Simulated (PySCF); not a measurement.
System: sum formula H5SiN2O2, charge 0, multiplicity 2. It need not be the lowest isomer of its formula. 
Coordinates optimised at B3LYP-D3(BJ)/def2-TZVP (Ansatz):
```
Si
O 1 1.6212
O 1 1.6411 2 119.30
H 3 0.9598 1 117.65 2 -57.78
N 1 1.6968 2 109.36 3 -127.43
H 5 1.0057 1 122.31 2 -25.16
H 5 1.0057 6 113.47 1 174.08
N 1 1.7281 2 99.27 5 -122.55
H 8 1.0088 1 120.27 2 61.79
H 8 1.0098 9 111.89 1 149.18
```
Charge 0, spin multiplicity 2.

Dispersion corrections to the total energy (kcal/mol) from the dftd3 and dftd4 libraries through PySCF: D3(BJ) without and D4 with the three-body term, each with the damping fitted for the functional named.

```json
[
 {"functional": "B3LYP", "D3(BJ)": "-7.94", "D4": "___"},
 {"functional": "LC-wPBE", "D3(BJ)": "-4.26", "D4": "-5.38"},
 {"functional": "TPSSh", "D3(BJ)": "___", "D4": "-5.93"},
 {"functional": "HF", "D3(BJ)": "-36.65", "D4": "-17.62"},
 {"functional": "B2GP-PLYP", "D3(BJ)": "-3.06", "D4": "-2.01"},
 {"functional": "r2SCAN", "D3(BJ)": "-1.25", "D4": "___"},
 {"functional": "TPSS", "D3(BJ)": "-5.70", "D4": "-6.55"}
]
```

**Question.** Fill in the missing entries.

**Answer.** 
- B3LYP, D4: -7.82
- TPSSh, D3(BJ): -5.23
- r2SCAN, D4: -1.16
